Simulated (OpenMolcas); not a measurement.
Computed levels of 2s2 2p3 in ions with 7 electrons, in cm-1 above 4S* 3/2.

```yaml
Program: OpenMolcas 26.06
Method: SS-CASPT2, IPEA 0.25 Eh, imaginary shift 0.1 Eh
Basis: ANO-R2
Scalar_Hamiltonian: X2C, finite nucleus
Spin-orbit_coupling: state interaction with AMFI integrals over the reference wave functions, term energies averaged over their components
```

Active space for each ion: 5 electrons in 8 orbitals (2s 2p 3s 3p); closed shells correlated by CASPT2: 1s.

| Level | N | F2+ | Ne3+ |
| --- | --- | --- | --- |
| 2D* 3/2 | 20040 | 35170 | 42460 |
| 2D* 5/2 | 20050 | 35190 | 42500 |
| 2P* 1/2 | 29310 | 52470 | 63540 |
| 2P* 3/2 | 29320 | 52490 | 63580 |

**Question.** Estimate 2D* 3/2, 2D* 5/2 for O+ from its neighbours N and F2+.

**Answer.** 2D* 3/2 is another term, which grows about linearly with the charge: (20040 + 35170) / 2 = 27605. The calculation gives 27760, so the estimate is off by -0.6 %; the measured value is 26831 (NIST Handbook of Basic Atomic Spectroscopic Data).
2D* 5/2 is another term, which grows about linearly with the charge: (20050 + 35190) / 2 = 27620. The calculation gives 27760, so the estimate is off by -0.5 %; the measured value is 26811 (NIST Handbook of Basic Atomic Spectroscopic Data).

CASPT2 breaks the degeneracy within a term, and the mean is taken; among the terms shown or strongly mixed into the levels shown the widest spread is 84 cm-1 (2s2 2p3 2D*, N). The run also gave levels led by 2s2 2p2 3s, which use shells meant for correlation; these and all levels above them are left out (holds for N). Active for correlation alone: 3p 3s; no level in the range computed is led by a configuration that fills them, so any true level of that kind is missing (holds for O+; F2+; Ne3+). Measured partners are found by configuration, term and J. A level has none where our copy of the source lacks it or the pairing is in doubt (some pairs that miss far off the trend of their configuration count as doubtful), and it then counts in no deviation. Levels of configurations outside the active space are missing.

* marks odd parity.
